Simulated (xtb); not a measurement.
Ge(Cl)3(OSiH3) (Cl3GeH3OSi), SMILES [SiH3][O][Ge]([Cl])([Cl])[Cl]. All values are semi-empirical tight-binding results from xtb (GFN2-xTB unless named), good for trends rather than for accurate numbers. Geometry: GFN2-xTB. One conformer was computed; it need not be the lowest.

Optimised geometry:

Bonded distances (Å): Si1–O2 1.636, Si1–H7 1.463, Si1–H8 1.462, Si1–H9 1.458, O2–Ge3 1.721, Ge3–Cl4 2.106, Ge3–Cl5 2.096, Ge3–Cl6 2.107. Bond angles (°): O2–Si1–H7 108.3, O2–Si1–H8 107.7, O2–Si1–H9 101.1, H7–Si1–H8 111.1, H7–Si1–H9 113.8, H8–Si1–H9 114.0, Si1–O2–Ge3 150.0, O2–Ge3–Cl4 108.5, O2–Ge3–Cl5 104.4, O2–Ge3–Cl6 108.1, Cl4–Ge3–Cl5 112.1, Cl4–Ge3–Cl6 111.2, Cl5–Ge3–Cl6 112.2.

For metal compounds this method's bond lengths and energies can be far off.

Q: Estimate the properties. (An estimate is asked for; the answer gives what the named calculation found.)

A: 
```yaml
orbital_gap: 4.89 eV
zero_point_energy: 19.4 kcal/mol
G − E(el) at 298.15 K (modified RRHO): -4.8 kcal/mol
```

Q: Give the atomic charges and the Wiberg bond orders between heavy atoms. (The exact figures need the calculation; the answer reports its results.)

A: charges (e) Si1 0.53, O2 -0.45, Ge3 0.39, Cl4 -0.09, Cl5 -0.08, Cl6 -0.09, H7 -0.07, H8 -0.07, H9 -0.06. Bond orders Si1–O2 0.97, O2–Ge3 1.05, Ge3–Cl4 1.10, Ge3–Cl5 1.12, Ge3–Cl6 1.10.
